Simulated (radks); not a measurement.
I31+, 22 electrons, occupied as [Ar] 3d4. All-electron calculation, Dirac Kohn-Sham, PBE, spin-unpolarised, spherical densities, point nucleus; open shells are shared between the two j in proportion to 2j + 1. Program: a radial shooting solver on a logarithmic mesh with Libxc functionals. Some entries of the table are withheld. Estimate them.

| orbital | occ. | eigenvalue (hartree) | <r^2> (bohr^2) | <r> (bohr) |
|---|---|---|---|---|
| 1s1/2 | 2 | -1264.025 | 0.001005 | 0.02722 |
| 2s1/2 | 2 | -238.6679 | 0.01592 | (1) |
| 2p1/2 | 2 | -227.5009 | 0.01176 | (2) |
| 2p3/2 | 4 | -216.4061 | 0.01300 | (3) |
| 3s1/2 | 2 | -82.51407 | 0.09939 | 0.2953 |
| 3p1/2 | 2 | -78.15209 | 0.09254 | 0.2828 |
| 3p3/2 | 4 | -75.70345 | 0.09856 | 0.2922 |
| 3d3/2 | 1.6 | -68.65276 | 0.07729 | 0.2577 |
| 3d5/2 | 2.4 | -68.09889 | 0.07890 | 0.2606 |
| 4s1/2 | 0 | -40.80551 | (4) | 0.5797 |
| 4p1/2 | 0 | (5) | (6) | 0.5763 |
| 4p3/2 | 0 | (7) | (8) | 0.5893 |

Answer. 
(1) 2s1/2 <r> (bohr): 0.1160
(2) 2p1/2 <r> (bohr): 0.09785
(3) 2p3/2 <r> (bohr): 0.1034
(4) 4s1/2 <r^2> (bohr^2): 0.3775
(5) 4p1/2 eigenvalue (hartree): -38.99676
(6) 4p1/2 <r^2> (bohr^2): 0.3758
(7) 4p3/2 eigenvalue (hartree): -38.15908
(8) 4p3/2 <r^2> (bohr^2): 0.3926
